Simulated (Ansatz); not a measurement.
All numbers were calculated with Ansatz.

A structure relaxed at PBE0-D4/def2-TZVP, charge 0, multiplicity 1:

```tsv
atom	x (Å)	y (Å)	z (Å)
C1	1.427	1.206	-1.427
Al2	0.075	0.675	-0.132
O3	-0.972	1.904	0.413
Si4	-0.290	-1.594	0.786
O5	-1.683	-1.699	1.697
H6	2.129	0.403	-1.663
H7	0.955	1.522	-2.364
H8	2.000	2.062	-1.058
H9	-1.630	1.754	1.089
H10	0.799	-1.985	1.725
H11	-0.298	-2.637	-0.291
H12	-2.512	-1.612	1.225
```

Question: Give its formula and SMILES.

Answer: CH7AlO2Si, `[CH3][Al]([OH])[SiH2]O`.

Question: Summarise the bond lengths by kind.

Answer: 1 × Al–C 1.946 Å; 3 × C–H 1.093 to 1.095 Å; 1 × Al–O 1.705 Å; 1 × Al–Si 2.475 Å; 2 × H–O 0.956 to 0.958 Å; 1 × O–Si 1.667 Å; 2 × H–Si 1.490 to 1.499 Å.
